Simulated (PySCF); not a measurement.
Molecular orbitals of SrN

LDA at R = 2.413 Å; PySCF, scalar-relativistic core potentials, basis sets Sr def2-SVP with ECP28, N def2-SVP. State: ⁴Σ⁻ (quartet), unpaired electrons σ ↑, π ↑↑. Only the outer orbitals are listed, counted within each symmetry, core potentials removing the inner ones.

```json
{"spin": "α", "orbital": "1π", "occ.": "1", "ε (eV)": "-22.58", "on Sr (%)": "100", "main shells (%)": "100 Sr p"}
{"spin": "α", "orbital": "1π", "occ.": "1", "ε (eV)": "-22.58", "on Sr (%)": "100", "main shells (%)": "100 Sr p"}
{"spin": "α", "orbital": "3σ", "occ.": "1", "ε (eV)": "-22.47", "on Sr (%)": "97", "main shells (%)": "97 Sr p"}
{"spin": "α", "orbital": "4σ", "occ.": "1", "ε (eV)": "-16.47", "on Sr (%)": "7", "main shells (%)": "93 N s"}
{"spin": "α", "orbital": "2π", "occ.": "1", "ε (eV)": "-6.28", "on Sr (%)": "9", "main shells (%)": "91 N p"}
{"spin": "α", "orbital": "2π", "occ.": "1", "ε (eV)": "-6.28", "on Sr (%)": "9", "main shells (%)": "91 N p"}
{"spin": "α", "orbital": "5σ", "occ.": "1", "ε (eV)": "-5.53", "on Sr (%)": "18", "main shells (%)": "80 N p, 9 Sr s"}
{"spin": "α", "orbital": "6σ", "occ.": "1", "ε (eV)": "-3.51", "on Sr (%)": "97", "main shells (%)": "84 Sr s"}
{"spin": "α", "orbital": "3π", "occ.": "0", "ε (eV)": "-1.59", "on Sr (%)": "100", "main shells (%)": "72 Sr p, 28 Sr d"}
{"spin": "α", "orbital": "3π", "occ.": "0", "ε (eV)": "-1.59", "on Sr (%)": "100", "main shells (%)": "72 Sr p, 28 Sr d"}
{"spin": "α", "orbital": "1δ", "occ.": "0", "ε (eV)": "-1.51", "on Sr (%)": "100", "main shells (%)": "100 Sr d"}
{"spin": "β", "orbital": "1π", "occ.": "1", "ε (eV)": "-22.46", "on Sr (%)": "100", "main shells (%)": "100 Sr p"}
{"spin": "β", "orbital": "1π", "occ.": "1", "ε (eV)": "-22.46", "on Sr (%)": "100", "main shells (%)": "100 Sr p"}
{"spin": "β", "orbital": "3σ", "occ.": "1", "ε (eV)": "-22.29", "on Sr (%)": "98", "main shells (%)": "98 Sr p"}
{"spin": "β", "orbital": "4σ", "occ.": "1", "ε (eV)": "-13.79", "on Sr (%)": "8", "main shells (%)": "92 N s"}
{"spin": "β", "orbital": "5σ", "occ.": "1", "ε (eV)": "-4.06", "on Sr (%)": "31", "main shells (%)": "66 N p, 19 Sr s, 9 Sr d"}
{"spin": "β", "orbital": "2π", "occ.": "0", "ε (eV)": "-3.58", "on Sr (%)": "25", "main shells (%)": "75 N p, 20 Sr d"}
{"spin": "β", "orbital": "2π", "occ.": "0", "ε (eV)": "-3.58", "on Sr (%)": "25", "main shells (%)": "75 N p, 20 Sr d"}
{"spin": "β", "orbital": "6σ", "occ.": "0", "ε (eV)": "-2.80", "on Sr (%)": "91", "main shells (%)": "74 Sr s, 10 Sr d, 10 N p"}
```

**Question.** Which are the highest filled and the lowest empty level, where do they sit, and how wide is the gap?

**Answer.** Highest filled α 6σ at -3.51 eV (in %: 84 Sr s); lowest empty β 2π at -3.58 eV (in %: 75 N p, 20 Sr d); the gap at LDA is -0.07 eV.

| Quantity | Value |
| --- | --- |
| bond order (Mayer) | 1.15 |
| ⟨S²⟩ | 3.760 |
| charge on Sr (Mulliken, basis-dependent) | 0.26 |
| charge on Sr (Löwdin, basis-dependent) | 0.18 |
| dipole moment (positive dipole means Sr(−)N(+)) | -3.55 D |

Spin–orbit coupling is left out. Counting both spins, an empty level lies below a filled one in this solution, because spin and occupation are held. The state is the lowest determinant that a PBE0 search found; another state may lie lower at other levels.
